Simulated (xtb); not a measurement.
xtb input:

```bash
xtb mol.xyz --gfn 2 --ohess tight --chrg 0 --uhf 0
```
mol.xyz:
```
7

O      3.27567630    -0.11283522    -0.21110847
C      2.06407894    -0.10009188    -0.01062718
N      0.89065481    -0.07218240     0.16752398
Si    -0.75052481     0.06317062     0.00464856
F     -1.36359691    -0.26311576     1.47880948
F     -1.14203940     1.49017784    -0.47721554
F     -1.27685620    -1.07125551    -1.00301261
```

Q: Which total energy does the run end on?

A: -25.28402 Eh (GFN2-xTB).
